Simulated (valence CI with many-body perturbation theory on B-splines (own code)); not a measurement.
# Sm XLVIII: electric-dipole lines

Level of theory: valence CI with perturbative core correlation (CI+MBPT): five valence electrons over a frozen Dirac-Fock core [Ne], radial functions for each j: 11 s, 11 p, 10 d, 8 f, 5 g, 2 h, with the one-electron correlation potential Σ1, the two-electron term Σ2, the three-electron term Σ3, Breit, model QED; selected CI, second order for the rest, scaled by the run's own slope (own B-spline code, finite nucleus).

The last digits are not significant, and no measured levels were compared; by estimate large intervals hold to a few tenths of a per cent, small ones and those within an open d or f shell to about a per cent. Among the levels kept, up to 3200 cm⁻¹ of a level comes from second order outside the variational space, and about a tenth of that is noise between levels of different J, which matters for small intervals.

Lines 151 to 200 of 555 in falling wavelength, among levels below 57.695 Ry, chosen from the strongest by gf and those to the six lowest levels. Wavelengths and rates use the calculated energies. Electric multipoles are in the length gauge, E1 and E2 with the static RPA response of the core. Weak lines are less certain than strong ones. Lines between different terms over intervals too small for the method are left out, as are lines whose strength nearly cancels. Where a level lies close to another of its J and parity, the split of strength between their lines is uncertain. The highest levels of a list are the least certain.

Levels are named by their leading jj configuration (3d3/2^4 stands for four electrons in 3d with j = 3/2), which in mixed levels can hold well under half, so a name can repeat and another be missing. Letters in brackets count levels of one name in rising energy.

| λ vac (nm) | Upper | Lower | A (s⁻¹) | log gf | Branch % |
| --- | --- | --- | --- | --- | --- |
| 5.289 | (3s^2 3p3/2 3d5/2^2) J=7/2 [a] | (3s^2 3p3/2^2 3d5/2) J=9/2 | 3.93e+10 | -0.88 | 18.4 |
| 5.276 | (3s^2 3p3/2 3d3/2 3d5/2) J=9/2 [b] | (3s^2 3p3/2^2 3d5/2) J=7/2 | 4.08e+10 | -0.77 | 3.8 |
| 5.266 | (3s 3p1/2 3p3/2^2 3d3/2) J=1/2 [b] | (3s^2 3p1/2 3p3/2 3d5/2) J=3/2 [b] | 6.02e+10 | -1.30 | 10.3 |
| 5.265 | (3s 3p1/2^2 3p3/2 3d5/2) J=3/2 [b] | (3s 3p1/2^2 3p3/2^2) J=1/2 | 9.02e+10 | -0.82 | 22.9 |
| 5.253 | (3s 3p1/2 3p3/2^2 3d5/2) J=5/2 [c] | (3s 3p1/2 3p3/2^3) J=3/2 [a] | 2.40e+10 | -1.23 | 2.8 |
| 5.247 | (3s^2 3p3/2 3d5/2^2) J=7/2 [a] | (3s^2 3p3/2^2 3d5/2) J=7/2 | 3.16e+10 | -0.98 | 14.8 |
| 5.246 | (3s^2 3p3/2 3d3/2 3d5/2) J=1/2 [b] | (3s^2 3p3/2^2 3d3/2) J=3/2 [b] | 1.36e+11 | -0.95 | 14.9 |
| 5.239 | (3s^2 3p1/2 3p3/2 3d5/2) J=7/2 [b] | (3s^2 3p1/2 3p3/2^2) J=5/2 | 2.15e+11 | -0.15 | 100.0 |
| 5.223 | (3s 3p1/2^2 3d3/2 3d5/2) J=3/2 [a] | (3s 3p1/2^2 3p3/2 3d3/2) J=1/2 [a] | 8.01e+10 | -0.88 | 52.9 |
| 5.221 | (3s 3p1/2 3p3/2^2 3d3/2) J=7/2 [b] | (3s^2 3p1/2 3p3/2 3d5/2) J=5/2 [b] | 2.20e+10 | -1.14 | 2.9 |
| 5.213 | (3s^2 3p1/2 3p3/2 3d5/2) J=5/2 [b] | (3s^2 3p1/2 3p3/2^2) J=5/2 | 4.34e+10 | -0.97 | 10.4 |
| 5.213 | (3s 3p1/2 3p3/2^2 3d5/2) J=5/2 [e] | (3s 3p1/2 3p3/2^3) J=5/2 | 5.67e+10 | -0.86 | 17.1 |
| 5.212 | (3s 3p1/2 3p3/2^2 3d5/2) J=7/2 [d] | (3s 3p1/2 3p3/2^3) J=5/2 | 2.26e+10 | -1.13 | 2.6 |
| 5.203 | (3s^2 3p3/2 3d5/2^2) J=5/2 [a] | (3s^2 3p3/2^2 3d3/2) J=3/2 [a] | 2.44e+10 | -1.23 | 4.9 |
| 5.193 | (3s^2 3p3/2 3d5/2^2) J=9/2 | (3s^2 3p3/2^2 3d5/2) J=9/2 | 1.20e+11 | -0.31 | 30.8 |
| 5.186 | (3s^2 3p3/2 3d3/2 3d5/2) J=7/2 [c] | (3s^2 3p3/2^2 3d3/2) J=7/2 | 3.06e+10 | -1.01 | 2.7 |
| 5.178 | (3s 3p1/2^2 3d3/2 3d5/2) J=9/2 | (3s 3p1/2^2 3p3/2 3d3/2) J=7/2 | 1.33e+11 | -0.27 | 73.2 |
| 5.177 | (3s^2 3p3/2 3d3/2 3d5/2) J=5/2 [d] | (3s^2 3p3/2^2 3d3/2) J=3/2 [b] | 1.81e+11 | -0.36 | 18.0 |
| 5.170 | (3s^2 3p3/2 3d5/2^2) J=3/2 | (3s^2 3p3/2^2 3d5/2) J=5/2 [a] | 1.78e+11 | -0.54 | 63.7 |
| 5.167 | (3s^2 3p3/2 3d3/2 3d5/2) J=7/2 [c] | (3s^2 3p3/2^2 3d3/2) J=5/2 | 2.65e+11 | -0.07 | 23.1 |
| 5.159 | (3s 3p1/2 3p3/2^2 3d5/2) J=5/2 [g] | (3s 3p1/2 3p3/2^3) J=3/2 [b] | 2.84e+11 | -0.17 | 24.2 |
| 5.153 | (3s^2 3p3/2 3d5/2^2) J=9/2 | (3s^2 3p3/2^2 3d5/2) J=7/2 | 1.41e+11 | -0.25 | 36.3 |
| 5.150 | (3s 3p1/2^2 3d5/2^2) J=5/2 | (3s 3p1/2^2 3p3/2 3d5/2) J=5/2 [a] | 1.26e+11 | -0.52 | 51.4 |
| 5.149 | (3s^2 3p1/2 3d5/2^2) J=5/2 | (3s^2 3p1/2 3p3/2 3d5/2) J=5/2 [a] | 1.37e+11 | -0.49 | 61.1 |
| 5.148 | (3s^2 3p3/2 3d3/2^2) J=5/2 | (3s 3p1/2 3p3/2^3) J=3/2 [b] | 2.27e+10 | -1.27 | 1.2 |
| 5.147 | (3s^2 3p1/2 3d5/2^2) J=3/2 | (3s^2 3p1/2 3p3/2 3d5/2) J=5/2 [a] | 3.06e+10 | -1.31 | 8.4 |
| 5.145 | (3p1/2^2 3p3/2^2 3d3/2) J=7/2 | (3s 3p1/2^2 3p3/2 3d5/2) J=5/2 [b] | 2.94e+10 | -1.03 | 4.5 |
| 5.140 | (3s^2 3p3/2 3d5/2^2) J=7/2 [b] | (3s^2 3p3/2^2 3d5/2) J=5/2 [a] | 1.95e+10 | -1.21 | 3.0 |
| 5.136 | (3s 3p1/2 3p3/2^2 3d5/2) J=7/2 [e] | (3s 3p1/2 3p3/2^3) J=5/2 | 2.36e+11 | -0.13 | 33.3 |
| 5.127 | (3s 3p1/2^2 3d5/2^2) J=3/2 | (3s 3p1/2^2 3p3/2 3d5/2) J=3/2 [a] | 7.03e+10 | -0.96 | 28.5 |
| 5.125 | (3s^2 3p3/2 3d5/2^2) J=5/2 [b] | (3s^2 3p3/2^2 3d5/2) J=5/2 [a] | 1.62e+11 | -0.42 | 36.2 |
| 5.103 | (3s 3p1/2 3p3/2^2 3d5/2) J=3/2 [e] | (3s 3p1/2 3p3/2^3) J=3/2 [b] | 1.20e+11 | -0.73 | 11.9 |
| 5.095 | (3s^2 3p1/2 3p3/2 3d5/2) J=3/2 [b] | (3s^2 3p1/2 3p3/2^2) J=5/2 | 4.23e+10 | -1.18 | 23.4 |
| 5.095 | (3s^2 3p3/2 3d3/2^2) J=3/2 [a] | (3s 3p1/2 3p3/2^3) J=3/2 [b] | 3.97e+10 | -1.21 | 1.8 |
| 5.094 | (3s^2 3p1/2 3d5/2^2) J=7/2 | (3s^2 3p1/2 3p3/2 3d3/2) J=5/2 [b] | 1.88e+10 | -1.23 | 5.2 |
| 5.093 | (3s 3p1/2 3p3/2^2 3d5/2) J=3/2 [b] | (3s 3p1/2 3p3/2^3) J=3/2 [a] | 2.53e+11 | -0.40 | 38.3 |
| 5.081 | (3s^2 3p3/2^2 3d5/2) J=3/2 | (3s^2 3p3/2^3) J=3/2 | 3.62e+11 | -0.25 | 92.1 |
| 5.077 | (3s 3p1/2^2 3d5/2^2) J=7/2 | (3s 3p1/2^2 3p3/2 3d5/2) J=5/2 [a] | 2.11e+10 | -1.19 | 10.0 |
| 5.071 | (3s 3p1/2^2 3d5/2^2) J=9/2 | (3s 3p1/2^2 3p3/2 3d5/2) J=9/2 | 4.66e+10 | -0.75 | 23.6 |
| 5.069 | (3s 3p1/2 3p3/2^2 3d5/2) J=3/2 [e] | (3s 3p1/2 3p3/2^3) J=1/2 | 4.10e+11 | -0.20 | 40.5 |
| 5.068 | (3s 3p1/2 3p3/2^2 3d5/2) J=5/2 [d] | (3s 3p1/2 3p3/2^3) J=3/2 [a] | 2.56e+11 | -0.23 | 43.6 |
| 5.063 | (3s 3p1/2 3p3/2^2 3d5/2) J=5/2 [f] | (3s 3p1/2 3p3/2^3) J=5/2 | 2.82e+11 | -0.19 | 41.6 |
| 5.061 | (3s^2 3p3/2 3d3/2 3d5/2) J=5/2 [c] | (3s^2 3p3/2^2 3d3/2) J=3/2 [a] | 1.60e+11 | -0.43 | 13.1 |
| 5.059 | (3s^2 3p1/2 3d5/2^2) J=3/2 | (3s^2 3p1/2 3p3/2 3d5/2) J=3/2 [a] | 1.72e+11 | -0.58 | 47.2 |
| 5.051 | (3s 3p1/2 3p3/2^2 3d5/2) J=7/2 [a] | (3s^2 3p1/2 3p3/2 3d5/2) J=5/2 [b] | 1.37e+11 | -0.38 | 30.4 |
| 5.027 | (3s 3p1/2^2 3d3/2 3d5/2) J=7/2 [b] | (3s 3p1/2^2 3p3/2 3d3/2) J=7/2 | 2.31e+10 | -1.15 | 14.3 |
| 5.023 | (3s^2 3p3/2 3d3/2 3d5/2) J=5/2 [c] | (3s^2 3p3/2^2 3d3/2) J=5/2 | 9.90e+10 | -0.65 | 8.1 |
| 5.014 | (3s 3p1/2^2 3p3/2 3d5/2) J=7/2 [b] | (3s 3p1/2^2 3p3/2^2) J=5/2 | 1.00e+11 | -0.52 | 27.7 |
| 5.014 | (3s^2 3p3/2 3d3/2 3d5/2) J=9/2 [b] | (3s^2 3p3/2^2 3d3/2) J=7/2 | 4.00e+11 | 0.18 | 37.6 |
| 5.010 | (3s^2 3p3/2 3d3/2 3d5/2) J=3/2 [b] | (3s^2 3p3/2^2 3d3/2) J=3/2 [a] | 6.49e+10 | -1.01 | 4.7 |

Task: How does gf follow from A for the line at 5.266 nm?

Result: gf = 1.4992 × (2J+1)_upper × A / σ², with σ = 1899116 cm⁻¹ and 2J+1 = 2: gf = 0.0500.
